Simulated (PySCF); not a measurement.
# How methods differ on the ionisation energy of Sc²⁺

Sc²⁺ [Ar] 3d1 (2D) → Sc³⁺ [Ar] (1S), as a difference of total energies. Computed with PySCF 2.14 in dyall-av2z (16s12p7d2f, 101 functions), with no relativity, point nucleus. The calculations carry no spin-orbit coupling.

```json
{"method": "UHF", "ionisation energy (eV)": "23.914"}
{"method": "LDA", "ionisation energy (eV)": "25.474"}
{"method": "PBE", "ionisation energy (eV)": "25.415"}
{"method": "PBE0", "ionisation energy (eV)": "25.275"}
{"method": "r2SCAN", "ionisation energy (eV)": "25.207"}
{"method": "wB97X", "ionisation energy (eV)": "24.993"}
```

Q: Estimate what PW91 gives.

A: 25.513 eV, closest to LDA among the rows shown.

Q: Estimate what TPSSh gives.

A: 25.309 eV, closest to PBE0 among the rows shown.

A first-order spin-orbit estimate (lowest level to lowest level, LS coupling) adds 0.016 eV.

These non-relativistic numbers lack the scalar-relativistic shift.

For comparison: 24.757 eV (measured; NIST Atomic Spectra Database, ionization energies).
